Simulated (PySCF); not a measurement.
B(AsH2)2(OH) (As2BH5O), SMILES OB([AsH2])[AsH2].

Geometry: B3LYP-D3(BJ)/def2-SVP. The structure was generated by enumeration, and PubChem lists no compound with its InChIKey, so it may never have been made. Other conformers were not sampled.

Two levels are set side by side: PBE/def2-TZVP (PySCF) and HF/def2-TZVP (PySCF). Same geometry, gas phase. Differences are taken from unrounded values.

| quantity | HF |
|---|---|
| orbital gap (eV) | 11.90 |
| highest occupied level (eV) | -9.30 |
| lowest empty level (eV) | 2.60 |
| dipole moment (D) | 1.81 |
| mean polarisability (bohr³) | 77.8 |

Q: What does PBE give, and how far is it from HF? (Estimate from the structure and the level; the computed values follow.)

A: 
```json
[
 {"quantity": "orbital gap (eV)", "PBE": "4.14", "PBE minus HF": "-7.76"},
 {"quantity": "highest occupied level (eV)", "PBE": "-5.87", "PBE minus HF": "3.43"},
 {"quantity": "lowest empty level (eV)", "PBE": "-1.73", "PBE minus HF": "-4.33"},
 {"quantity": "dipole moment (D)", "PBE": "1.68", "PBE minus HF": "-0.13"},
 {"quantity": "mean polarisability (bohr³)", "PBE": "85.3", "PBE minus HF": "7.5"}
]
```

PBE's occupied levels lie high since its potential decays too fast outside the molecule; exact exchange lowers them and widens the gap. PBE's more diffuse valence density responds more strongly to a field. Differences between two approximate levels are no errors against the true value.

Rough cost on one machine, each run with all the roots and properties that it gave: HF against PBE about 1/2.
